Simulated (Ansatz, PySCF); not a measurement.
C3H8NO (SMILES CN(C)C=[OH+]), charge +1, singlet, geometry from GFN2-xTB, with bond 7-1 at 1.4 times its length. Base run: CASSCF(2,3)/STO-3G (PySCF).

PySCF was given this input:
```python
from pyscf import gto, scf, mcscf
import numpy

mol = gto.M(
    atom='''
C    -0.73499290   -1.14320159    0.58377456
N    -0.32771969    0.16393274    0.12293672
C    -1.27125546    1.22941282    0.35213876
C     0.80399423    0.36232535   -0.45633982
O     1.63976830   -0.61419233   -0.65404399
H    -0.93496261   -1.10813312    1.65476742
H     0.35193154   -2.17166617    0.30654408
H    -1.65221054   -1.44178467    0.07572833
H    -0.89794463    2.17950064   -0.02258032
H    -1.46849298    1.32229562    1.42098046
H    -2.21466348    0.99797126   -0.14418481
H     1.04889436    1.37220574   -0.77956716
H     2.46741454   -0.36944645   -1.09654283
''',
    basis='sto-3g',
    charge=1,
    verbose=4,
)

mf = scf.RHF(mol)
mf.kernel()
mc = mcscf.CASSCF(mf, 3, 2)
mc.fix_spin_(ss=0.0)
mc.kernel()
occ = numpy.linalg.eigvalsh(mc.fcisolver.make_rdm1(mc.ci, mc.ncas, mc.nelecas))[::-1]
ss = mc.fcisolver.spin_square(mc.ci, mc.ncas, mc.nelecas)[0]
print('natural occupations', occ.round(4), ' <S^2>', round(ss, 4))
```

Programs used: Ansatz (a first-principles code), PySCF; a row that names a program was run with it.

Variants of this job, named by their change:

```
change                                   ΔE vs base (mEh)                           natural occupations  <S^2> of the state
---------------------------------------  ----------------  --------------------------------------------  ------------------
base                                                0.000                                1.93 0.07 0.00                0.00
solver = newton                                     0.000                                1.93 0.07 0.00                0.00
fix_spin_ = off                                     0.000                                1.93 0.07 0.00                0.00
correction = SC-NEVPT2                             -256.7                                1.93 0.07 0.00                0.00
conv_tol = 1e-5                                     0.000                                1.93 0.07 0.00                0.00
active space = 6 electrons, 4 orbitals             -4.517                           2.00 1.99 1.94 0.07                0.00
code = ansatz                                     -13.086                                             -                   -
active space = 10 electrons, 9 orbitals           -95.248  1.99 1.98 1.98 1.94 1.92 0.08 0.07 0.02 0.02                0.00
active space = 6 electrons, 7 orbitals            -68.113            1.98 1.93 1.92 0.08 0.07 0.02 0.00                0.00
orbitals = fixed (CASCI)                           13.874                                1.97 0.03 0.00                0.00
start = MP2 natural orbitals                        0.000                                1.93 0.07 0.00                0.00
```

Active orbitals are taken around the Fermi level unless the row says otherwise; CASSCF can end in different local minima, and two programs can end on different orbitals. State-averaged rows give the lowest state.
